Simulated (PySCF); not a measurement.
BCl, singlet, at a GFN2-xTB geometry.

PySCF was given this input:
```python
from pyscf import gto, scf, dft

mol = gto.Mole()
mol.atom = '''
    B    -0.00000000   -0.00000000   -1.22002676
    Cl    0.00000000    0.00000000    0.35883140
'''
mol.basis = '6-31g'
mol.verbose = 4
mol.symmetry = True
mol.build()

mf = dft.RKS(mol)
mf.xc = 'tpss'
mf.kernel()
mf.analyze()
```

Q: What is the computed dipole moment (TPSS/6-31G run with PySCF)?

A: 1.74 D

Q: What is the computed total energy (TPSS/6-31G)?

A: -484.9373 Eh

Q: Predict the HOMO-LUMO gap from TPSS/6-31G.

A: 3.68 eV
